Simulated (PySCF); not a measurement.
**Radial density of Co⁺ (cobalt, charge +1)**

UHF, [Ar] 3d8, high-spin 3F determinant. Computed with PySCF 2.14 in def2-SVP (5s3p2d1f, 31 functions), with no relativity, point nucleus.

```
r (bohr)  4πr²ρ (e/bohr)  4πr²(ρα − ρβ)
 0.00105          0.1712         0.0000
 0.00176          0.4731         0.0000
 0.00297           1.263         0.0000
 0.00499           3.186         0.0000
 0.00840           7.526         0.0000
  0.0141           15.63         0.0000
  0.0238           26.54         0.0001
  0.0400           32.44         0.0003
  0.0672           27.20         0.0021
   0.113           28.11         0.0215
   0.190           36.37         0.1703
   0.320           19.51         0.7511
   0.538           16.88         1.7062
   0.905           14.90         1.6386
    1.52           3.866         0.6368
    2.56          0.4996         0.0886
    4.31       0.0008643         0.0001
```
